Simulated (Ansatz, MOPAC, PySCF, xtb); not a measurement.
Pair of molecules: HF (SMILES F) (first 2 atoms) with CH3Br (SMILES CBr); geometry from B3LYP-D3(BJ)/def2-TZVP, rigid monomers moved along the line of their centres of mass till H2···Br4 is 4.25 Å.
(charge 0, multiplicity 1):
```xyz
7

F     -0.039    -0.148     0.642
H     -0.063    -0.649     1.432
C     -0.339     0.784     5.705
Br    -0.261    -1.180     5.639
H     -1.278     1.050     6.177
H     -0.290     1.137     4.681
H      0.511     1.118     6.288
```

```json
[
 {"level": "PM3", "interaction energy (kJ/mol)": "-1.3", "minus CCSD(T)/CBS(aug-cc-pVDZ, aug-cc-pVTZ)": "2.0", "cost": "-"},
 {"level": "PM6", "interaction energy (kJ/mol)": "-1.7", "minus CCSD(T)/CBS(aug-cc-pVDZ, aug-cc-pVTZ)": "1.7", "cost": "-"},
 {"level": "GFN1-xTB", "interaction energy (kJ/mol)": "-1.3", "minus CCSD(T)/CBS(aug-cc-pVDZ, aug-cc-pVTZ)": "2.1", "cost": "-"},
 {"level": "HF/3-21G (no counterpoise)", "interaction energy (kJ/mol)": "-2.8", "minus CCSD(T)/CBS(aug-cc-pVDZ, aug-cc-pVTZ)": "0.6", "cost": "-"},
 {"level": "HF/aug-cc-pVDZ", "interaction energy (kJ/mol)": "-3.3", "minus CCSD(T)/CBS(aug-cc-pVDZ, aug-cc-pVTZ)": "0.1", "cost": "-"},
 {"level": "HF/aug-cc-pVTZ", "interaction energy (kJ/mol)": "-3.2", "minus CCSD(T)/CBS(aug-cc-pVDZ, aug-cc-pVTZ)": "0.2", "cost": "-"},
 {"level": "BP86/6-31G* (no counterpoise)", "interaction energy (kJ/mol)": "-2.6", "minus CCSD(T)/CBS(aug-cc-pVDZ, aug-cc-pVTZ)": "0.8", "cost": "-"},
 {"level": "r2SCAN-D3(BJ)/def2-TZVPPD", "interaction energy (kJ/mol)": "-3.5", "minus CCSD(T)/CBS(aug-cc-pVDZ, aug-cc-pVTZ)": "-0.1", "cost": "×2"},
 {"level": "r2SCAN-D4/def2-TZVPPD", "interaction energy (kJ/mol)": "-3.4", "minus CCSD(T)/CBS(aug-cc-pVDZ, aug-cc-pVTZ)": "0.0", "cost": "×2"},
 {"level": "B3LYP/3-21G (no counterpoise)", "interaction energy (kJ/mol)": "-2.4", "minus CCSD(T)/CBS(aug-cc-pVDZ, aug-cc-pVTZ)": "1.0", "cost": "-"},
 {"level": "B3LYP-D3(BJ)/def2-TZVPPD", "interaction energy (kJ/mol)": "-3.4", "minus CCSD(T)/CBS(aug-cc-pVDZ, aug-cc-pVTZ)": "-0.1", "cost": "×2"},
 {"level": "PBE0/def2-TZVPPD", "interaction energy (kJ/mol)": "-3.1", "minus CCSD(T)/CBS(aug-cc-pVDZ, aug-cc-pVTZ)": "0.3", "cost": "×2"},
 {"level": "PBE0-D3(BJ)/def2-TZVPPD", "interaction energy (kJ/mol)": "-3.7", "minus CCSD(T)/CBS(aug-cc-pVDZ, aug-cc-pVTZ)": "-0.3", "cost": "×2"},
 {"level": "M06-2X/6-31G* (no counterpoise)", "interaction energy (kJ/mol)": "-3.4", "minus CCSD(T)/CBS(aug-cc-pVDZ, aug-cc-pVTZ)": "-0.1", "cost": "-"},
 {"level": "wB97X-V/def2-TZVPPD", "interaction energy (kJ/mol)": "-3.4", "minus CCSD(T)/CBS(aug-cc-pVDZ, aug-cc-pVTZ)": "0.0", "cost": "×3"},
 {"level": "MP2/6-31G* (no counterpoise)", "interaction energy (kJ/mol)": "-3.4", "minus CCSD(T)/CBS(aug-cc-pVDZ, aug-cc-pVTZ)": "0.0", "cost": "-"},
 {"level": "MP2/aug-cc-pVTZ", "interaction energy (kJ/mol)": "-3.3", "minus CCSD(T)/CBS(aug-cc-pVDZ, aug-cc-pVTZ)": "0.1", "cost": "-"},
 {"level": "MP2/CBS(aug-cc-pVDZ, aug-cc-pVTZ)", "interaction energy (kJ/mol)": "-3.4", "minus CCSD(T)/CBS(aug-cc-pVDZ, aug-cc-pVTZ)": "0.0", "cost": "-"},
 {"level": "CCSD/aug-cc-pVDZ", "interaction energy (kJ/mol)": "-3.3", "minus CCSD(T)/CBS(aug-cc-pVDZ, aug-cc-pVTZ)": "0.1", "cost": "-"},
 {"level": "CCSD(T)/CBS(aug-cc-pVDZ, aug-cc-pVTZ)", "interaction energy (kJ/mol)": "-3.4", "minus CCSD(T)/CBS(aug-cc-pVDZ, aug-cc-pVTZ)": "0.0", "cost": "×200*"}
]
```

 The comparison column counts from a level with limits of its own.

The rows run from -3.7 (PBE0-D3(BJ)/def2-TZVPPD) to -1.3 kJ/mol (GFN1-xTB). The dispersion term adds -0.6 in PBE0-D3(BJ).

Interaction energies are E(AB) − E(A) − E(B) at the monomers' geometry in the complex; basis-set methods are counterpoise corrected. Rows marked so take none.

Cores are frozen in the correlated methods. Filled d and f shells under p-block atoms count as core. CBS: X⁻³ extrapolation of the correlation energy, Hartree–Fock from the larger set. Rows in 3-21G, 6-31G* carry no dispersion term and start afresh at each structure (6-31G* with six Cartesian d functions); the Pople sets are all-electron and without relativity. MP2/6-31G* freezes PySCF's default core, which leaves 3d correlated. The state reached by PM3, PM6 isn't checked.

Programs: Ansatz (a first-principles code); MOPAC for PM3, PM6 (differences of heats of formation); PySCF for 3-21G rows, 6-31G* rows, the dispersion terms; xtb for the GFN methods. Values without a source in brackets are computed.

Costs are rough ratios of core time to PBE/def2-TZVPPD (about 3 s over the structures, on one shared machine); a dash marks a level with no comparable run of its own. A star marks coupled-cluster runs past 200 virtual orbitals, where the program's memory plan changes under this machine's limit, so their costs aren't comparable with smaller runs.
